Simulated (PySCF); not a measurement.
C3H8FNSi.

```xyz
14

C     -3.0872    -0.9677     0.3040
C     -1.7991    -0.9389     1.1100
N     -0.6603    -0.7571     0.2459
C      0.1165     0.2307     0.4251
Si     1.5495     0.3400    -0.7870
F      2.4317     1.6656    -0.4395
H     -3.2617     0.0001    -0.1902
H     -3.9478    -1.1811     0.9549
H     -3.0367    -1.7417    -0.4756
H     -1.6701    -1.9104     1.6186
H     -1.8452    -0.1571     1.8971
H     -0.0494     0.9678     1.2442
H      2.4336    -0.8495    -0.6536
H      1.0396     0.4759    -2.1782
```

Geometry: PBE0-D3(BJ)/def2-SVP. The structure was generated by enumeration; whether it is a known compound was not checked. Other conformers were not sampled.

Level of theory: PBE/pcSseg-1 (PySCF). Non-relativistic, no solvent.

Problem. Give the absolute GIAO shielding of each atom: isotropic value and principal components (ppm). (Estimate from the structure and the level; the computed values follow.)

Solution. 
```json
[
 {"atom": "C1", "σ(iso)": "161.4", "σ11": "150.2", "σ22": "156.2", "σ33": "177.9", "span": "27.6"},
 {"atom": "C2", "σ(iso)": "109.6", "σ11": "79.3", "σ22": "95.8", "σ33": "153.8", "span": "74.5"},
 {"atom": "N3", "σ(iso)": "-196.8", "σ11": "-618.2", "σ22": "-223.4", "σ33": "251.1", "span": "869.3"},
 {"atom": "C4", "σ(iso)": "2.9", "σ11": "-72.6", "σ22": "-11.4", "σ33": "92.7", "span": "165.3"},
 {"atom": "Si5", "σ(iso)": "355.7", "σ11": "292.7", "σ22": "337.3", "σ33": "437.1", "span": "144.4"},
 {"atom": "F6", "σ(iso)": "381.4", "σ11": "357.1", "σ22": "383.3", "σ33": "403.7", "span": "46.6"},
 {"atom": "H7", "σ(iso)": "30.4", "σ11": "27.0", "σ22": "28.8", "σ33": "35.4", "span": "8.5"},
 {"atom": "H8", "σ(iso)": "29.9", "σ11": "26.6", "σ22": "27.4", "σ33": "35.7", "span": "9.1"},
 {"atom": "H9", "σ(iso)": "29.3", "σ11": "26.3", "σ22": "27.4", "σ33": "34.3", "span": "7.9"},
 {"atom": "H10", "σ(iso)": "26.9", "σ11": "24.5", "σ22": "26.0", "σ33": "30.1", "span": "5.6"},
 {"atom": "H11", "σ(iso)": "28.3", "σ11": "25.7", "σ22": "27.9", "σ33": "31.2", "span": "5.5"},
 {"atom": "H12", "σ(iso)": "22.5", "σ11": "20.7", "σ22": "22.5", "σ33": "24.1", "span": "3.4"},
 {"atom": "H13", "σ(iso)": "26.0", "σ11": "22.8", "σ22": "25.2", "σ33": "30.0", "span": "7.2"},
 {"atom": "H14", "σ(iso)": "26.0", "σ11": "22.9", "σ22": "25.3", "σ33": "29.9", "span": "7.0"}
]
```
